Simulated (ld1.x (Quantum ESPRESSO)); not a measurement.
# Which change was made? (Bi, TM)

Bi (Z = 83), norm-conserving Troullier–Martins (Kleinman–Bylander form), made with ld1.x (Quantum ESPRESSO) 7.5 (PBE, scalar-relativistic). Core [Xe] 4f14, reference 5d10 6s2 6p3. Waves: 6p (bound): rc 2.45 bohr; 5d (bound): rc 1.80 bohr; 6s (bound): rc 1.85 bohr. Local part: the s channel. Core correction: Bessel-smoothed model core inside 0.85 bohr.

Cutoffs, loose and tight: the cutoffs (Ry, on a coarse ladder) from which the occupation-weighted sum of valence levels, in a spherical-Bessel basis at the reference potential, stays within 10 and 1 mRy of its value at 400 Ry. They do not see the model core or the augmentation charge, which bear on the density cutoff. Test errors are all-electron minus pseudo excitation energies from the reference, over the configurations 5d10 6s2 6p2; 5d10 6s2 6p1; 5d10 6s2 6p0; 5d10 6s2 6p3.3; 5d10 6s1 6p4; 5d10 6s0 6p5; 5d10 6s1 6p0; variants that change the core or the reference have their own tests.

The base gives: outcome: generated; cutoff, loose: 55 Ry; cutoff, tight: 90 Ry; bound ghosts: none; largest test error (meV): -71.

**Question.** After one change the result is: outcome: generated; cutoff, loose: 50 Ry; cutoff, tight: 90 Ry; bound ghosts: none; largest test error (meV): -101. Which change was it?
A. all radii but the core radius scaled by about 0.85 (s 1.58, p 2.08, d 1.52 bohr)
B. all radii but the core radius scaled by about 1.13 (s 2.10, p 2.78, d 2.04 bohr)
C. all radii but the core radius scaled by about 0.76 (s 1.40, p 1.86, d 1.36 bohr)
D. all radii but the core radius scaled by about 1.37 (s 2.54, p 3.36, d 2.46 bohr)

**Answer.** B. The others give: all radii but the core radius scaled by about 1.37 (s 2.54, p 3.36, d 2.46 bohr) → outcome: generated; cutoff, loose: 45 Ry; cutoff, tight: 70 Ry; bound ghosts: none; largest test error (meV): -243 | all radii but the core radius scaled by about 0.85 (s 1.58, p 2.08, d 1.52 bohr) → outcome: generated; cutoff, loose: 60 Ry; cutoff, tight: 110 Ry; bound ghosts: none; largest test error (meV): -56 | all radii but the core radius scaled by about 0.76 (s 1.40, p 1.86, d 1.36 bohr) → outcome: generated; cutoff, loose: 110 Ry; cutoff, tight: 180 Ry; bound ghosts: p; largest test error (meV): -69.
